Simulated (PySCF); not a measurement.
Dipole response of Ni (nickel, neutral)

[Ar] 3d8 4s2, high-spin 3F determinant. Computed with PySCF 2.14 in aug-cc-pVTZ with one added diffuse shell each of s, p, d, f, g type (9s8p6d4f3g, 118 functions), with the non-relativistic Hamiltonian (point nucleus). Coupled (time-dependent) response in atomic units; α is the mean over directions.

```
 method  mean α (bohr³)  C₆ (like pair)  S(−4)
r2SCANh           50.95           438.9   1205
```

S(−4) is the Cauchy moment in α(ω) = α(0) + S(−4) ω² + …

Reference α: 49 ± 3 bohr³ (recommended; Schwerdtfeger and Nagle, table of static dipole polarizabilities (2023 update)). Published C₆: 373.0 (Chu and Dalgarno (2004); Tang, Norbeck and Certain (1976)).

α(iu) at r2SCANh:

```
u (hartree)  α(iu) (bohr³)
          0          50.95
     0.0500          48.13
      0.100          41.46
      0.200          27.40
      0.300          18.23
      0.500          9.656
      0.750          5.626
       1.00          3.839
       1.50          2.256
       2.00          1.548
       3.00         0.8985
       5.00         0.4336
```
